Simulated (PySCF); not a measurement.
# Si: excitation energy

Si [Ne] 3s2 3p2 (3P) → Si [Ne] 3s1 3p3, s spin flipped, as a difference of total energies. All numbers are calculated (PySCF 2.14, scalar relativity by spin-free X2C-1e, in dyall-acv3z (19s12p6d4f, 113 functions)). Correlated levels: valence: [Ne] frozen; valence and next inner shell: 1s2 frozen; virtual orbitals above 40 to 60 times the deepest correlated orbital energy dropped. The calculations carry no spin-orbit coupling.

| method | excitation energy (cm⁻¹) |
| --- | --- |
| UHF | 73891 |
| LDA | 54936 |
| PBE | 55327 |
| PBE0 | 60000 |
| r2SCAN | 59272 |
| M06-L | 59275 |
| BLYP | 55749 |
| TPSSh | 58983 |
| MP2 (valence) | 63618 |
| SCS-MP2 (valence) | 63168 |
| MP2 (valence and next inner shell) | 63258 |
| SCS-MP2 (valence and next inner shell) | 62863 |

The upper determinant mixes two multiplicities, so it lies between the two terms.
